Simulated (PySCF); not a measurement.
**Correlation energy of Ce³⁺ (cerium, charge +3)**

Starting occupation: [Xe] 6s1, 6s1/2 with m_j = +1/2. Computed with PySCF 2.14 in x2c-TZVPall-2c with one added diffuse shell each of s, p, d, f type (12s12p11d5f1g, 147 functions), with X2C-1e with screened-nucleus spin-orbit coupling, Gaussian nucleus. Frozen: [Ar] 3d10; 27 electrons correlated; the 18 highest virtual spinors left out.

MP2 pair energies summed by pair of shells (mhartree):

```
       pair   energy  share (%)
4d3/2-4d5/2  -162.32       17.7
4d5/2-4d5/2  -119.59       13.0
4d5/2-5p3/2   -66.63        7.2
5p3/2-5p3/2   -56.75        6.2
4d3/2-4d3/2   -52.99        5.8
5p1/2-5p3/2   -52.68        5.7
4d3/2-5p3/2   -42.93        4.7
4d5/2-5p1/2   -34.73        3.8
4d5/2-4p3/2   -31.06        3.4
4d3/2-5p1/2   -23.44        2.5
5p3/2-5s1/2   -22.60        2.5
4d3/2-4p3/2   -21.57        2.3
4d5/2-5s1/2   -19.34        2.1
5p3/2-6s1/2   -18.19        2.0
4d5/2-4p1/2   -16.26        1.8
4p3/2-4p3/2   -15.42        1.7
5p1/2-5p1/2   -14.29        1.6
4p1/2-4p3/2   -14.10        1.5
4d5/2-4s1/2   -14.03        1.5
4d3/2-5s1/2   -12.68        1.4
5p1/2-5s1/2   -11.31        1.2
4d3/2-4p1/2   -10.47        1.1
4d3/2-4s1/2    -9.47        1.0
4p3/2-5p3/2    -8.53        0.9
5p1/2-6s1/2    -8.09        0.9
4p3/2-4s1/2    -7.06        0.8
4p3/2-5s1/2    -6.82        0.7
5s1/2-5s1/2    -6.47        0.7
4p3/2-5p1/2    -4.86        0.5
4d5/2-6s1/2    -4.49        0.5
```

Total MP2 correlation energy: -919.35 mhartree.

This basis was not built for core-valence correlation, so the inner-shell part is incomplete.
